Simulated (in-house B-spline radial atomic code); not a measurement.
V VII (V6+): [Ne] 3s2 3p5

Method: non-relativistic B3LYP, spin-polarised, spherical fractional occupations, point nucleus. Calculated with a B-spline radial code for spherical atoms.

Screening seen three ways: the hydrogenic charge with the same mean radius, Z_r = [3n² - l(l+1)]/(2<r>), the one with the same energy, Z_e = n√(-2ε), and Slater's rules. Values are occupation-weighted means over spin.

```
shell  electrons   ε (eV)  <r> (bohr)    Z_r    Z_e  Slater
   1s          2  -5468.9     0.06705  22.37  20.05   22.70
   2s          2  -717.61      0.3101  19.35  14.52   18.85
   2p          6  -622.47      0.2743  18.23  13.53   18.85
   3s          2  -170.25      0.8941  15.10  10.61   12.10
   3p          5  -142.28      0.9198  13.59   9.70   12.10
```

The least bound orbital is 3p down at -140.1 eV, and it is also the most diffuse (<r> = 0.9229 bohr).

The density falls to 0.001 bohr⁻³ at 2.253 bohr; Σ<r²> = 7.5186 bohr² gives, by the non-relativistic formula and without the paramagnetism of open shells, a Langevin diamagnetic susceptibility of -5.955×10⁻⁶ cm³/mol.

Caution: exact exchange at fractional occupations of open shells leaves self-interaction of up to several eV.
